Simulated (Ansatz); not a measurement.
`O[SiH2][Ga]1[CH2][S]1` + `CC[SiH2]O` → `O[SiH2]C[SiH2]O` + `[CH3][Ga]1[CH2][S]1`  (redistribution)

Computed with Ansatz on PBE0-D4/def2-TZVP structures; ΔE is electronic, products minus reactants. CCSD(T)/CBS is the MP2 limit (def2-TZVPP, def2-QZVPP) plus CCSD(T) − MP2 in def2-TZVPP, frozen cores. For Ga outer-core shells are correlated without core-valence functions, which leaves a few kJ/mol of doubt a bond. Scalar relativity is left out up to krypton. Each species was taken in one conformer, which may not be the lowest.

`O[SiH2][Ga]1[CH2][S]1`:

Z-matrix (Å, degrees):
```
Si
Ga 1 2.382
O 1 1.648 2 113.1
H 1 1.480 2 109.4 3 -117.5
H 1 1.489 2 106.6 3 123.7
S 2 2.179 1 140.9 3 165.3
C 2 1.949 1 165.7 3 -19.9
H 3 0.958 1 118.4 2 57.9
H 7 1.086 2 119.9 1 78.0
H 7 1.086 2 120.0 1 -69.9
```

`CC[SiH2]O`:

Z-matrix (Å, degrees):
```
C
C 1 1.526
H 1 1.094 2 111.5
H 1 1.093 2 111.3 3 -120.0
H 1 1.093 2 111.8 3 120.2
Si 2 1.868 1 113.6 3 58.5
H 2 1.096 1 110.5 3 -179.4
H 2 1.097 1 110.5 3 -62.4
O 6 1.653 2 112.4 1 59.9
H 6 1.494 2 108.7 1 -61.8
H 6 1.484 2 110.7 1 177.7
H 9 0.957 6 117.6 2 -78.7
```

`O[SiH2]C[SiH2]O`:

```xyz
13

O    -0.533   -1.003   -1.894
Si   -1.464   -0.311   -0.730
C    -0.558   -0.310    0.912
Si    1.055    0.599    0.856
O     1.780    0.137   -0.572
H     0.396   -0.750   -1.836
H    -1.815    1.101   -1.059
H    -2.715   -1.104   -0.655
H    -0.386   -1.346    1.221
H    -1.195    0.159    1.672
H     0.836    2.071    0.857
H     1.952    0.266    1.997
H     2.648    0.491   -0.769
```

`[CH3][Ga]1[CH2][S]1`:

Z-matrix (Å, degrees):
```
C
Ga 1 1.935
H 1 1.091 2 109.0
H 1 1.089 2 111.5 3 120.9
H 1 1.091 2 109.1 3 -118.0
C 2 1.932 1 163.4 3 -119.6
S 2 2.176 1 142.3 3 60.1
H 6 1.086 2 120.6 1 -75.1
H 6 1.086 2 120.6 1 74.8
```

| species | MP2/CBS(def2) energy (Eh) |
| --- | --- |
| `O[SiH2][Ga]1[CH2][S]1` | -2726.99388 |
| `CC[SiH2]O` | -445.15422 |
| `O[SiH2]C[SiH2]O` | -771.40648 |
| `[CH3][Ga]1[CH2][S]1` | -2400.76368 |

Task: Work out ΔE.

Result: ΔE = (-771.40648) + (-2400.76368) − (-2726.99388) − (-445.15422) = -0.02206 Eh = -0.60 eV. CCSD(T)/CBS gives -0.52 eV.

Largest T1 diagnostic among the species: 0.015.

In def2-TZVPP, CCSD(T) changes the Hartree–Fock value by −0.06 eV (the triples alone add −0.00 eV) and MP2 by −0.14 eV. The D4 term adds −0.05 eV with B3LYP and −0.03 eV with PBE0; it sums over pairs of atoms, weighted by their polarisabilities, and B3LYP, whose exchange is more repulsive, gets the larger term.

B3LYP here is the variant with VWN-RPA as its local correlation; programs differ in this.
